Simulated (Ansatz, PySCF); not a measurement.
HgCl₂, SMILES [Cl][Hg][Cl].

Geometry: B3LYP-D3(BJ)/def2-TZVP. The isomer is the one that the SMILES or the coordinates give; other isomers of the formula were not compared. The def2 effective core potentials stand for the cores of Hg; spin–orbit coupling is left out.

Vertical ionisation energy (IE) and electron affinity (EA) in eV. Rows of orbital energies are one-electron estimates. Where ΔSCF, EOM or ADC give a negative EA the extra electron is unbound and the value depends on the basis.

```tsv
level	IE	EA
−ε(HOMO), −ε(LUMO), ωB97X/def2-TZVPD (PySCF)	?	?
−ε(HOMO), −ε(LUMO), PBE/def2-TZVPD (PySCF)	7.60	3.50
ΔSCF, PBE0/def2-TZVPD (Ansatz), final states of multiplicity 2 and 2	11.07	0.69
ΔSCF, PBE/def2-TZVPD (Ansatz), final states of multiplicity 2 and 2	10.63	0.78
```

### Question
What belongs in the gaps? (Estimate from the structure and the level; the computed values follow.)

### Answer

- −ε(HOMO), −ε(LUMO), ωB97X/def2-TZVPD (PySCF), IE: 11.38
- −ε(HOMO), −ε(LUMO), ωB97X/def2-TZVPD (PySCF), EA: 0.48

### Question
What vertical singlet–triplet gap does ΔSCF give with PBE0/def2-TZVPD (Ansatz, a program for electronic structure) and with PBE/def2-TZVPD (Ansatz)? (An estimate is asked for; the answer gives what the named calculation found.)

### Answer
4.56 and 4.07 eV (triplet above singlet where positive).
